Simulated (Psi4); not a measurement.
H10Si4, charge +1, doublet, geometry from GFN2-xTB (a state made from the parent by changing its charge; the spin is typed, not shown lowest), with bond 10-3 at 1.6 times its length. Base run: Psi4 1.11 with BLYP/def2-SVP.

Geometry (Å):
```xyz
14

Si     0.1979     2.0326    -0.8710
Si    -0.1012     0.0369     0.5597
Si     2.0477    -0.9546    -0.0739
Si    -2.1610    -1.1189     0.4364
H      1.4556     2.6985    -0.5582
H      0.1447     1.5124    -2.2320
H     -0.9745     2.8177    -0.5089
H      0.1218     0.5204     1.9356
H      3.1521    -0.0633     0.2632
H      1.8951    -1.3559    -2.3695
H      2.0559    -2.1836     0.7108
H     -2.1001    -2.2946     1.3035
H     -3.2431    -0.2210     0.8388
H     -2.3328    -1.5245    -0.9608
```
Charge +1, spin multiplicity 2.
Orbitals are unrestricted.
All else is at Psi4's defaults (density fitting).
Base energy -1163.14174 Eh.

The base run was repeated with changes; each row names its change, and settings that it needs were set with it.

```
change                                        ΔE vs base (µEh)  SCF cycles  grid points  basis functions        outcome
--------------------------------------------  ----------------  ----------  -----------  ---------------  -------------
base                                                       0.0          14       300133              122      converged
basis_guess = sto-3g                                       0.0          13       300134              122      converged
df_basis_scf = cc-pvqz-jkfit                               146          14       300133              122      converged
cholesky_tolerance = 1e-3 (with scf_type cd)             -2194          14       300133              122      converged
scf_type = disk_df                                         0.0          14       300133              122      converged
basis_guess = true                                         0.0           8       300134              122      converged
cholesky_tolerance = 1e-6 (with scf_type cd)                 -           -            -              122  input refused
dft_nuclear_scheme = stratmann                            10.7          14       279219              122      converged
guess = core                                               0.0          21       300133              122      converged
puream = true                                              0.0          14       300133              122      converged
dft_pruning_scheme = treutler                             -129          14       165165              122      converged
scf_initial_accelerator = none                             0.0          15       300133              122      converged
dft_spherical_points = 590                                 0.1          14       585732              122      converged
```

Open shells are given as the SCF converged; they aren't shown to be the lowest states, and a large step between rows can be another state.

- cholesky_tolerance = 1e-6 (with scf_type cd): ended with `Fatal Error: Not enough memory for CD.`
